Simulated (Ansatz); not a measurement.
Basis-set extrapolation for H4O2Si2 (`O[Si]O[SiH3]`) (PBE0-D4/def2-TZVP geometry, frozen core, Ansatz). Multiplicity 1, RHF reference.

```json
{"": "HF", "cc-pV(T+d)Z": "-730.130661", "cc-pV(Q+d)Z": "-730.151526"}
{"": "MP2 correlation", "cc-pV(T+d)Z": "-0.701220", "cc-pV(Q+d)Z": "-0.756566"}
{"": "CCSD(T) correlation", "cc-pV(T+d)Z": "-0.759282", "cc-pV(Q+d)Z": "-0.811167"}
```

Energies in hartree. Use E(X) = E(∞) + A·exp(−5.46·√X) for Hartree–Fock and E(X) = E(∞) + B·X^(−3.05) for correlation, with X = 3 and 4.

Q: What is the CCSD(T) energy at the basis-set limit?

A: HF limit: -730.151526 + (-0.020865) × 0.30130 = -730.15781. Correlation limit: -0.811167 + (-0.051885) × 0.71189 = -0.84810. Total: -731.00591 hartree, 3.16 eV below CCSD(T)/cc-pV(T+d)Z.
